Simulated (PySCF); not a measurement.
**Two-component Hartree-Fock for Re⁷³⁺ (rhenium, charge +73)**

Start: 1s2. Calculated with PySCF 2.14 in an uncontracted even-tempered set (15 s from 250 bohr⁻², ratio 2.4; 11 p from 320 bohr⁻², ratio 2.4; 3 d from 1000 bohr⁻², ratio 2.6; 3 f from 1500 bohr⁻², ratio 2.6): generalised Hartree-Fock with the X2C-1e Hamiltonian and a Gaussian nucleus; one run each with spin-orbit coupling (SO) switched off, then screened by Boettger's factors, then bare.

```csv
spinor shell,electrons,"ε, spin-free (eV)","ε, screened SO (eV)","ε, bare SO (eV)",weight of nominal j (screened SO),"rms radius, screened SO (bohr)"
1s1/2,2,-81765.4,-81765.4,-81765.4,1.000,0.0203
```

| quantity | spin-free | screened SO | bare SO |
| --- | --- | --- | --- |
| E (hartree) | -6065.70719 | -6065.70719 | -6065.70719 |
| M_J | 0 | 0 | 0 |
| ⟨J²⟩ | 0.000 | 0.000 | 0.000 |
| ⟨L²⟩ | 0.000 | 0.000 | 0.000 |
| ⟨S²⟩ | 0.000 | 0.000 | 0.000 |

Breit and QED terms are absent; they matter most for the inner s and p1/2 levels.

Densities and radii are taken from the X2C orbitals without a picture-change correction, which distorts them close to the nucleus.

Without spin-orbit coupling the j labels of p, d and f shells carry no meaning; the spin-free column gives the mean over the occupied spinors of each nl shell.
